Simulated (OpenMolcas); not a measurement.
Computed levels of 2s² 2p⁴ in ions with 8 electrons, in cm-1 above ³P₂.

```yaml
Program: OpenMolcas
Method: RASSCF
Basis: ANO-RCC-VQZP
Scalar_Hamiltonian: DKH2, point nucleus
Spin-orbit_coupling: state interaction with AMFI integrals over the reference wave functions, term energies averaged over their components
```

Active space for each ion: 6 electrons in 9 orbitals (RAS2 2s 2p; RAS3 3d, at most 2 electrons).

```tsv
Level	O	Ne2+
³P₁	149	599
³P₀	222	884
¹D₂	17204	27197
¹S₀	36300	57803
```

Task: Estimate ³P₀, ¹D₂, ¹S₀ for F+ from its neighbours O and Ne2+.

Result: ³P₀ is fine structure, which grows about as the fourth power of a screened charge, so the fourth roots are averaged: ((222^0.25 + 884^0.25) / 2)^4 = 470. The calculation gives 471, so the estimate is off by -0.2 %; the measured value is 490 (NIST Handbook of Basic Atomic Spectroscopic Data).
¹D₂ is another term, which grows about linearly with the charge: (17204 + 27197) / 2 = 22200. The calculation gives 22229, so the estimate is off by -0.1 %; the measured value is 20873 (NIST Handbook of Basic Atomic Spectroscopic Data).
¹S₀ is another term, which grows about linearly with the charge: (36300 + 57803) / 2 = 47052. The calculation gives 47126, so the estimate is off by -0.2 %; the measured value is 44918 (NIST Handbook of Basic Atomic Spectroscopic Data).

Active for correlation alone: 3d; no level in the range computed is led by a configuration that fills it, so any true level of that kind is missing. Without dynamic correlation excited terms often stand tens of per cent too high (terms of higher spin than the ground term too low), and those without a measured partner can miss by more than the paired ones (holds for O; F+). Computed and measured levels are paired by configuration, term and J; levels that our copy of the source lacks, or whose pairing is in doubt (as where it misses far off the trend of its configuration), stay unpaired and out of the deviations. Only configurations of the active space appear.
